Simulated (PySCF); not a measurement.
**State search for BeH⁺**

Unrestricted PBE0; PySCF, no relativity, basis sets Be pcseg-2, H pcseg-2. Outer shells of the fragments: Be+ 2s1; H 1s1.

Followed along the bond (rough minima from three points):

```json
{"2Ms+1": "1", "unpaired": "none", "⟨S²⟩ at the start": "0.00", "R at minimum (Å)": "1.32", "Te (eV)": "0.00"}
{"2Ms+1": "3", "unpaired": "σ ↑↑", "⟨S²⟩ at the start": "2.00", "R at minimum (Å)": "none in the scan", "Te (eV)": "≤ 3.54"}
```

Solutions found at the starting distance of 1.380 Å, counted from the lowest of them; the search is not exhaustive and high or unbound solutions are not listed, so other states can lie among these:

```
2Ms+1  unpaired  term  E (eV)  ⟨S²⟩  ⟨Lz²⟩  μ (D)
    1      none   ¹Σ⁺    0.00  0.00   0.00  -2.86
    3      σ ↑↑   ³Σ⁺    3.85  2.00   0.00   2.72
    3  σ ↑, π ↑    ³Π    5.68  2.00   1.00   0.34
```

A term symbol is given only where ⟨S²⟩ and ⟨Lz²⟩ are close to those of a pure state; real π, δ and φ orbitals otherwise mix terms. A positive dipole points towards H; it is taken about the centre of mass and depends on that origin.
